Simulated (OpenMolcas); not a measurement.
**Ir2+: moving or changing the point charges**

Ir2+ among 6 point charges of -1.7 e arranged as an octahedron (Oh), 2.26 Å from the ion.

```json
{
  "Program": "OpenMolcas",
  "Method": "CASSCF",
  "Basis": "ANO-RCC-VTZP [8s7p5d3f1g]",
  "Scalar Hamiltonian": "DKH2, point nucleus",
  "Active space": "7 electrons in 5 orbitals (5d)",
  "State averaging": "2S+1 = 4 even, 10 roots; 2S+1 = 2 even, 40 roots",
  "Spin-orbit coupling": "RASSI with atomic mean-field integrals over the reference wave functions"
}
```

Runs around this geometry, states (labels of O, the rotations of Oh). Energies in cm-1 above the lowest state or level, χT in cm3 K/mol; under a threefold ground state the first gap can be a small split of the lowest multiplet, not the spin-orbit step; 10Dq and B are least-squares fits to the states below 45000 cm-1, weighted by degeneracy, with a free offset, and given where the rms deviation is under 5 % of |10Dq| (or 100 cm-1) and under 700 cm-1.

```
R (Å)  q (e)  Ground state  First state of that spin   10Dq  B (rms of fit)  First gap with spin-orbit (degeneracies)  χT at 300 K  First state of another spin
 2.26   -1.1           4T1                  4T2 4092   4562       823 (131)                              793.4 (2, 4)        3.697                     2E 11493
  2.1   -1.7           4T1                  4T2 9465  10033       801 (349)                              981.9 (2, 4)        3.177                      2E 6753
 2.26   -1.7           4T1                  4T2 6521   7072       815 (222)                              992.5 (2, 4)        3.352                      2E 9356
 2.51   -1.7           4T1                  4T2 3832   4251       825 (131)                              763.8 (2, 4)        3.749                     2E 11778
```

Taking |10Dq| as R^-n, n = -ln(4251 / 10033) / ln(2.51 / 2.1) = 4.8 between the shortest and longest distance. The point-charge formula for a cubic d site gives n = 5.

Scaling the charges by -1.1 / -1.7 = 0.65 scales |10Dq| by 4562 / 7072 = 0.65; with fixed orbitals a first-order splitting would follow the charge.

An orbital triplet at a regular site is open to Jahn-Teller coupling, which can distort the site and quench the lowest spin-orbit gaps and is left out. Without dynamic correlation the repulsion within the d shell is too large (B by tens of per cent), so at a given field states of lower spin stand too high. Point charges give a weaker field than real ligands, and real ions of this kind are as a rule low spin; the high spin found here belongs to the model. This shell can be high or low spin here, a state of another spin lies low, and with metal d orbitals alone active their balance is uncertain, so the ground spin may be wrong (holds for R = 2.1, q = -1.7). This is an electrostatic model: the charges have no orbitals. No measured value stands beside these numbers.
